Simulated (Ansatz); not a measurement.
Harmonic vibrations of the cluster W₂F₄ by finite differences.

```yaml
crystal:
  periodic: [false, false, false]
  atoms:
    - {symbol: W, position_ang: [0.577223, 0.881846, 0.301373]}
    - {symbol: W, position_ang: [-0.577158, -0.882804, -0.301483]}
    - {symbol: F, position_ang: [0.774447, 0.610898, 2.157857]}
    - {symbol: F, position_ang: [-0.774358, -0.610508, -2.157904]}
    - {symbol: F, position_ang: [1.710605, 1.140247, -1.184399]}
    - {symbol: F, position_ang: [-1.710758, -1.139668, 1.184556]}
basis:
  gaussian: {orbitals: def2-SVP}
hamiltonian: {xc: r2scan, dispersion: d4}
scf: {omitted_lower_state_checks: [starts]}
phonons: {temperatures: {t_min: 298.15, t_max: 900, t_step: 200}}
```

```sh
$ ansatz run in.yaml --threads 2 --pin off --events-out ev --progress --plain --max-ram 32768MiB --backend cpu
```

Shortened log:

```
Functional definition: r2SCAN
mean field -14511.23378720 eV, -533.2780056121 hartree, gradient 2.5e-5 eV, S^2 0.000000; 0 other end points of the search recorded, 0 dependent functions left out
mean field -14511.23371739 eV, -533.2780030467 hartree, gradient 1.9e-6 eV, S^2 0.000000; 0 other end points of the search recorded, 0 dependent functions left out
mean field -14511.23370726 eV, -533.2780026743 hartree, gradient 1.3e-6 eV, S^2 0.000000; 0 other end points of the search recorded, 0 dependent functions left out
mean field -14511.23368251 eV, -533.2780017646 hartree, gradient 1.4e-6 eV, S^2 0.000000; 0 other end points of the search recorded, 0 dependent functions left out
mean field -14511.23368815 eV, -533.2780019720 hartree, gradient 1.4e-6 eV, S^2 0.000000; 0 other end points of the search recorded, 0 dependent functions left out
mean field -14511.23363045 eV, -533.2779998516 hartree, gradient 1.3e-6 eV, S^2 0.000000; 0 other end points of the search recorded, 0 dependent functions left out
mean field -14511.23363035 eV, -533.2779998480 hartree, gradient 1.3e-6 eV, S^2 0.000000; 0 other end points of the search recorded, 0 dependent functions left out
mean field -14511.23370422 eV, -533.2780025625 hartree, gradient 1.4e-6 eV, S^2 0.000000; 0 other end points of the search recorded, 0 dependent functions left out
mean field -14511.23372040 eV, -533.2780031571 hartree, gradient 1.4e-6 eV, S^2 0.000000; 0 other end points of the search recorded, 0 dependent functions left out
mean field -14511.23369787 eV, -533.2780023294 hartree, gradient 1.5e-6 eV, S^2 0.000000; 0 other end points of the search recorded, 0 dependent functions left out
mean field -14511.23367276 eV, -533.2780014066 hartree, gradient 2.1e-6 eV, S^2 0.000000; 0 other end points of the search recorded, 0 dependent functions left out
mean field -14511.23363111 eV, -533.2779998758 hartree, gradient 1.3e-6 eV, S^2 0.000000; 0 other end points of the search recorded, 0 dependent functions left out
mean field -14511.23362998 eV, -533.2779998344 hartree, gradient 1.3e-6 eV, S^2 0.000000; 0 other end points of the search recorded, 0 dependent functions left out
mean field -14511.23378446 eV, -533.2780055112 hartree, gradient 2.1e-6 eV, S^2 0.000000; 0 other end points of the search recorded, 0 dependent functions left out
mean field -14511.23378267 eV, -533.2780054457 hartree, gradient 2.0e-6 eV, S^2 0.000000; 0 other end points of the search recorded, 0 dependent functions left out
mean field -14511.23378321 eV, -533.2780054656 hartree, gradient 1.5e-6 eV, S^2 0.000000; 0 other end points of the search recorded, 0 dependent functions left out
mean field -14511.23377895 eV, -533.2780053090 hartree, gradient 1.5e-6 eV, S^2 0.000000; 0 other end points of the search recorded, 0 dependent functions left out
mean field -14511.23371008 eV, -533.2780027780 hartree, gradient 1.3e-6 eV, S^2 0.000000; 0 other end points of the search recorded, 0 dependent functions left out
mean field -14511.23369047 eV, -533.2780020572 hartree, gradient 1.7e-6 eV, S^2 0.000000; 0 other end points of the search recorded, 0 dependent functions left out
mean field -14511.23378216 eV, -533.2780054270 hartree, gradient 1.4e-6 eV, S^2 0.000000; 0 other end points of the search recorded, 0 dependent functions left out
mean field -14511.23378495 eV, -533.2780055293 hartree, gradient 1.4e-6 eV, S^2 0.000000; 0 other end points of the search recorded, 0 dependent functions left out
mean field -14511.23377311 eV, -533.2780050943 hartree, gradient 2.0e-6 eV, S^2 0.000000; 0 other end points of the search recorded, 0 dependent functions left out
mean field -14511.23378904 eV, -533.2780056798 hartree, gradient 1.4e-6 eV, S^2 0.000000; 0 other end points of the search recorded, 0 dependent functions left out
mean field -14511.23369749 eV, -533.2780023154 hartree, gradient 1.4e-6 eV, S^2 0.000000; 0 other end points of the search recorded, 0 dependent functions left out
mean field -14511.23370319 eV, -533.2780025246 hartree, gradient 1.3e-6 eV, S^2 0.000000; 0 other end points of the search recorded, 0 dependent functions left out
mean field -14511.23375764 eV, -533.2780045259 hartree, gradient 1.5e-6 eV, S^2 0.000000; 0 other end points of the search recorded, 0 dependent functions left out
mean field -14511.23374649 eV, -533.2780041161 hartree, gradient 1.5e-6 eV, S^2 0.000000; 0 other end points of the search recorded, 0 dependent functions left out
mean field -14511.23378598 eV, -533.2780055674 hartree, gradient 1.4e-6 eV, S^2 0.000000; 0 other end points of the search recorded, 0 dependent functions left out
mean field -14511.23377648 eV, -533.2780052181 hartree, gradient 1.6e-6 eV, S^2 0.000000; 0 other end points of the search recorded, 0 dependent functions left out
mean field -14511.23372504 eV, -533.2780033275 hartree, gradient 1.6e-6 eV, S^2 0.000000; 0 other end points of the search recorded, 0 dependent functions left out
mean field -14511.23373821 eV, -533.2780038117 hartree, gradient 1.4e-6 eV, S^2 0.000000; 0 other end points of the search recorded, 0 dependent functions left out
mean field -14511.23375002 eV, -533.2780042456 hartree, gradient 2.0e-6 eV, S^2 0.000000; 0 other end points of the search recorded, 0 dependent functions left out
mean field -14511.23375412 eV, -533.2780043963 hartree, gradient 1.9e-6 eV, S^2 0.000000; 0 other end points of the search recorded, 0 dependent functions left out
mean field -14511.23377261 eV, -533.2780050757 hartree, gradient 2.0e-6 eV, S^2 0.000000; 0 other end points of the search recorded, 0 dependent functions left out
mean field -14511.23378990 eV, -533.2780057114 hartree, gradient 2.3e-6 eV, S^2 0.000000; 0 other end points of the search recorded, 0 dependent functions left out
mean field -14511.23373067 eV, -533.2780035346 hartree, gradient 1.7e-6 eV, S^2 0.000000; 0 other end points of the search recorded, 0 dependent functions left out
mean field -14511.23373264 eV, -533.2780036069 hartree, gradient 2.0e-6 eV, S^2 0.000000; 0 other end points of the search recorded, 0 dependent functions left out
Total energy: -14511.27005149 eV, -533.2793383000 hartree
Atom 0 at     0.577223     0.881846     0.301373 Å, force     0.002080    -0.001235     0.000098 eV/Å
Atom 1 at    -0.577158    -0.882804    -0.301483 Å, force    -0.003290     0.005130     0.000147 eV/Å
Atom 2 at     0.774447     0.610898     2.157857 Å, force    -0.000159     0.000450     0.002070 eV/Å
Atom 3 at    -0.774358    -0.610508    -2.157904 Å, force    -0.000042    -0.002782     0.000714 eV/Å
Atom 4 at     1.710605     1.140247    -1.184399 Å, force     0.000925     0.001071    -0.001567 eV/Å
Atom 5 at    -1.710758    -1.139668     1.184556 Å, force     0.000485    -0.002635    -0.001462 eV/Å
Dipole moment:     0.000065    -0.000559    -0.000042 e Å
Vibrations: 56.70 100.76 126.00 134.88 169.68 180.75 190.62 362.96 653.73 668.81 680.22 686.97 cm⁻¹, zero-point energy 0.248718 eV
Checks for a lower state left out: starts
```

It took 1.7 min on 2 threads of AMD EPYC 7R13 on a shared host.

In the def2 sets W takes a core potential; there is no spin–orbit coupling. The restricted singlet is unstable towards broken spin symmetry at other levels; at r2SCAN-D4/def2-SVP this wasn't settled. At PBE0-D4/def2-TZVP a triplet of charge 0 lies 0.39 eV below the restricted singlet, each at its own geometry. The structure comes from a short search, and lower isomers may exist.
